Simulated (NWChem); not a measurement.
System: CH6OSeSi; SMILES [SiH3][Se]OC

Here is an NWChem input.

```
start job
memory heap 200 mb stack 900 mb global 1100 mb
geometry units angstroms noautoz
  Se     0.801245     0.030519    -0.040037
  O     -0.392559     1.297353     0.639710
  C     -1.038346     2.065292    -0.364978
  H     -1.665035     1.446486    -1.048554
  H     -1.701911     2.769041     0.180939
  H     -0.325442     2.657524    -0.982732
  Si    -0.756388    -1.661741     0.038573
  H     -1.969496    -1.283722    -0.765761
  H     -1.173202    -1.953705     1.451804
  H     -0.093799    -2.870804    -0.565326
end
basis spherical
  * library def2-svp
end
dft
  xc b3lyp
  iterations 150
  mulliken
end
task dft energy
```

All runs use the structure optimised with PBE-D3(BJ)/def2-SVP. B3LYP is NWChem's, with the RPA form of VWN correlation.

What results follow from this input? (B3LYP/def2-SVP.) Quantities: energy (Ha); highest occupied level (eV); orbital gap (eV); dipole (D).


```yaml
energy (Ha): -2807.54
highest occupied level (eV): -6.52
orbital gap (eV): 4.91
dipole (D): 1.41
```
